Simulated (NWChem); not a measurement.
System: CH3F3Zr; SMILES [CH3][Zr]([F])([F])[F]

The following NWChem deck was run.

```
start job
memory heap 200 mb stack 900 mb global 1100 mb
geometry units angstroms
  Zr     0.008419    -0.026187     0.050570
  F      0.376160     1.374652     1.212522
  F      1.443544    -1.158450    -0.274859
  F     -1.603396    -0.891686     0.367957
  C     -0.314347     0.976640    -1.887327
  H      0.150299     1.980251    -1.890431
  H     -1.392367     1.094340    -2.093191
  H      0.132960     0.388913    -2.710864
end
basis spherical
  * library def2-svp
end
ecp
  Zr library def2-ecp
end
dft
  xc pbe0
  iterations 150
end
driver
  maxiter 120
end
task dft optimize
```

NWChem printed, in part:

```
             Northwest Computational Chemistry Package (NWChem) 7.3.0
             --------------------------------------------------------

 C1  symmetry detected

                             Geometry "geometry" -> ""
                             -------------------------

 Output coordinates in angstroms (scale by  1.889725989 to convert to a.u.)

  No.       Tag          Charge          X              Y              Z
 ---- ---------------- ---------- -------------- -------------- --------------
    1 Zr                  40.0000    -0.00005801    -0.00112916     0.12114543
    2 F                    9.0000     1.79427055    -0.19425453     0.55795595
    3 F                    9.0000    -1.06165014    -1.46382367     0.54665009
    4 F                    9.0000    -0.73321246     1.64418353     0.57192402
    5 C                    6.0000     0.00082600     0.01840450    -2.08450693
    6 H                    1.0000     0.92369476    -0.44592639    -2.47928617
    7 H                    1.0000    -0.05704629     1.05199776    -2.46751628
    8 H                    1.0000    -0.86395583    -0.54627996    -2.48074376

 Effective nuclear repulsion energy (a.u.)     477.3573011752

                                Z-matrix (autoz)
                                --------

 Units are Angstrom for bonds and degrees for angles

[...]

      ----------------------
      Optimization converged
      ----------------------

  Step       Energy      Delta E   Gmax     Grms     Xrms     Xmax
  ---- ---------------- -------- -------- -------- -------- --------
@   14    -386.13784229 -6.8D-08  0.00002  0.00001  0.00084  0.00174
                                     ok       ok       ok       ok

                                Z-matrix (autoz)
                                --------

 Units are Angstrom for bonds and degrees for angles

      Type          Name      I     J     K     L     M      Value     Gradient
      ----------- --------  ----- ----- ----- ----- ----- ---------- ----------
    1 Stretch                  1     2                       1.90067   -0.00001
    2 Stretch                  1     3                       1.90066   -0.00001
    3 Stretch                  1     4                       1.90069   -0.00002
    4 Stretch                  1     5                       2.20114   -0.00002
    5 Stretch                  5     6                       1.10479    0.00002
    6 Stretch                  5     7                       1.10486    0.00002
    7 Stretch                  5     8                       1.10478    0.00002
    8 Bend                     1     5     6               111.19426    0.00001
    9 Bend                     1     5     7               111.05828   -0.00001
   10 Bend                     1     5     8               111.22858    0.00002
   11 Bend                     2     1     3               112.55966    0.00001
   12 Bend                     2     1     4               112.55893    0.00001
   13 Bend                     2     1     5               106.14360   -0.00001
   14 Bend                     3     1     4               112.55782    0.00000
   15 Bend                     3     1     5               106.21250    0.00000
   16 Bend                     4     1     5               106.16140   -0.00001
   17 Bend                     6     5     7               107.72411   -0.00000
   18 Bend                     6     5     8               107.73972   -0.00001
   19 Bend                     7     5     8               107.72766   -0.00000
   20 Torsion                  2     1     5     6          60.09727   -0.00000
   21 Torsion                  2     1     5     7         -59.84890    0.00000
   22 Torsion                  2     1     5     8        -179.82250    0.00001
   23 Torsion                  3     1     5     6         -59.90928   -0.00000
   24 Torsion                  3     1     5     7        -179.85546    0.00000
   25 Torsion                  3     1     5     8          60.17095    0.00000
   26 Torsion                  4     1     5     6        -179.92266   -0.00000
   27 Torsion                  4     1     5     7          60.13116    0.00000
   28 Torsion                  4     1     5     8         -59.84243    0.00000

                         Geometry "geometry" -> "geometry"
                         ---------------------------------

 Output coordinates in angstroms (scale by  1.889725989 to convert to a.u.)

[...]
```

Level: PBE0/def2-SVP with def2 effective core potentials on Zr. Not confirmed as a minimum by frequencies. def2 effective core potentials on Zr; no spin-orbit coupling.
